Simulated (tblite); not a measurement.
Species: C2H8FN2Si (doublet state).
SMILES with atom numbers: `[CH2:1][N:2]([CH3:3])[Si@@H:4]([NH2:5])[F:6]` (hydrogens: H7, H8 on C1; H9, H10, H11 on C3; H12 on Si4; H13, H14 on N5)

The geometry is computed with GFN2-xTB (gas phase). This method treats the open shell by occupation alone, without spin polarisation.

Give the optimised bond lengths and angles.

```tsv
bond	length (Å)
C1–N2	1.375
N2–C3	1.444
N2–Si4	1.727
Si4–N5	1.717
Si4–F6	1.609
C1–H7	1.072
C1–H8	1.071
C3–H9, C3–H10, C3–H11	1.091
Si4–H12	1.457
N5–H13	1.006
N5–H14	1.007
```

Bonds in one row agree within 0.01 Å and their mean is given. A selection of angles:
```tsv
angle	degrees
N2–C1–H7	118.4
N2–C1–H8	117.6
H7–C1–H8	119.9
C1–N2–C3	115.4
C1–N2–Si4	121.9
C3–N2–Si4	122.6
N2–C3–H9	110.2
N2–C3–H10	110.5
H9–C3–H10	108.3
H9–C3–H11	109.0
N2–Si4–N5	111.1
N2–Si4–F6	106.8
N2–Si4–H12	110.3
N5–Si4–F6	104.1
N5–Si4–H12	118.3
F6–Si4–H12	105.3
Si4–N5–H13	119.9
Si4–N5–H14	119.8
H13–N5–H14	110.8
```

Dihedral angles: C1–N2–Si4–N5 72° (synclinal).

The C–N distances run from 1.375 Å (C1–N2, drawn single) to 1.444 Å (N2–C3, drawn single), a spread of 0.069 Å. Si4 (silicon bonded to F, 2 N and H) is distorted tetrahedral (angles from 104.1° to 118.3°). N2 (nitrogen bonded to 2 C and Si) is planar (angles 122.6°, 121.9° and 115.4°, sum 359.9°, 0.03 Å off the plane of its three neighbours). Of the pairs four or more bonds apart, F6···H11 is among the closest relative to their van der Waals radii: 2.39 Å, 89 % of the sum of Bondi's values. C1 (carbon bonded to N and 2 H) has angles 119.9°, 118.4° and 117.6°, sum 355.9°, 0.14 Å off the plane of its three neighbours. N5 (nitrogen bonded to Si and 2 H) has angles 119.9°, 119.8° and 110.8°, sum 350.5°, 0.21 Å off the plane of its three neighbours.

Point group: C1 (no symmetry element, even within 0.4 Å). Its lowest GFN2-xTB frequency is 12 cm⁻¹, too small to tell a flat minimum from a shallow saddle. Torsions: H–C1–N2–C3 -16° and -173°, C1–N2–Si4–N5 72°, N2–Si4–N5–H -51° and 166°. 3 starts were optimised and ended at 0.00, 0.16 and 1.15 kcal/mol (GFN2-xTB); the lowest of these is shown.

One conformer stands for the species.
